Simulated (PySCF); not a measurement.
# Reading the logs of faulty runs: C2H8NSi

These are calculations, not measurements. The program is PySCF 2.14.0, an open-source quantum chemistry code, run on an isolated molecule that a program drew, which may never have been made. The molecule is C2H8NSi (charge 0, doublet), drawn as the SMILES string `CC(N)[SiH2]`.

Each row is a Hartree-Fock (HF) and frozen-core CCSD(T) single point in the cc-pV(D+d)Z basis, meant for a local HF minimum. Run 1 is clean. Each other run has one planted mistake out of seven kinds, and not every kind appears here: one electron removed, one electron added, multiplicity raised by two, geometry at a saddle point, minimal basis STO-3G, one bond length entered in bohr, all coordinates scaled. The reference is restricted for singlets and unrestricted otherwise, and also for a bond in bohr. Adding or removing an electron swaps singlet and doublet. Electrons count all cores. HOMO and LUMO are orbital energies over both spins, the gradient is its largest component, and the lowest frequency (negative if imaginary) is given only where the gradient is small. Bond lengths are over the 11 bonds as drawn. T1 is the CCSD diagnostic: over 0.02 (restricted) or 0.045 (unrestricted) a single reference is doubtful.

Geometry of the clean run:
```xyz
12
C2H8NSi, angstrom
C    -1.8409   -0.1706    2.2726
C    -0.9071    0.8104    1.5556
N     0.3806    1.0188    2.2168
Si   -0.5669    0.3726   -0.2720
H    -2.0275    0.1567    3.3004
H    -2.8073   -0.2514    1.7684
H    -1.4038   -1.1728    2.3195
H    -1.4021    1.7883    1.5187
H     0.8595    0.1407    2.3347
H     0.2429    1.3868    3.1444
H     0.1340    1.4784   -0.9665
H    -1.8272    0.0463   -0.9900
```

| run | electrons | basis functions | <S^2> | HOMO (eV) | LUMO (eV) | gradient (hartree/bohr) | lowest frequency (cm^-1) | mean bond (Å) | longest bond (Å) | T1 | HF (hartree) | CCSD(T) (hartree) | mistake |
|---|---|---|---|---|---|---|---|---|---|---|---|---|---|
| 1 | 41 | 105 | 0.754 | -8.65 | 1.72 | 3.3e-05 | 175 | 1.2970 | 1.910 | 0.0102 | -423.73470 | -424.35751 | no fault |
| 2 | 41 | 105 | 1.671 | -8.56 | 1.80 | 4.5e-02 | - | 1.4209 | 2.896 | 0.0267 | -423.62043 | -424.21657 | one bond length entered in bohr |
| 3 | 40 | 105 | 0.000 | -15.40 | -6.72 | 6.8e-02 | - | 1.2970 | 1.910 | 0.0118 | -423.45188 | -424.06670 | one electron removed |
| 4 | 41 | 32 | 0.752 | -6.32 | 6.60 | 3.6e-02 | - | 1.2970 | 1.910 | 0.0044 | -418.74874 | -418.99072 | ? |

**Which mistake was planted in run 4, and what did it cost?**

It has 32 basis functions where the clean run has 105, with the same electrons and geometry. So the mistake is: minimal basis STO-3G. Subtracting run 1 and multiplying by 627.51 kcal/mol a hartree, the energy moved by 3128.7 kcal/mol in HF and 3367.7 kcal/mol in CCSD(T).

